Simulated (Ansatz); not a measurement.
`CN([SiH3])[SiH](O)O`, charge 0, multiplicity 1.

Problem. Give a relaxed structure at PBE0-D4/def2-TZVP (Ansatz). (Best estimate.)

Solution. Computed: 
Z-matrix (Å, degrees):
```
C
N 1 1.465
H 1 1.094 2 110.9
H 1 1.094 2 110.5 3 118.8
H 1 1.095 2 112.3 3 -121.3
Si 2 1.725 1 116.4 3 43.8
Si 2 1.721 1 115.4 3 -143.5
H 6 1.487 2 109.5 1 -163.8
H 6 1.491 2 113.5 1 75.2
H 6 1.488 2 108.6 1 -44.2
O 7 1.638 2 109.3 1 177.1
O 7 1.634 2 114.3 1 -62.6
H 7 1.478 2 108.2 1 52.3
H 11 0.958 7 118.5 2 -42.0
H 12 0.959 7 117.7 2 -72.5
```
This is one stationary point; other conformers may exist.
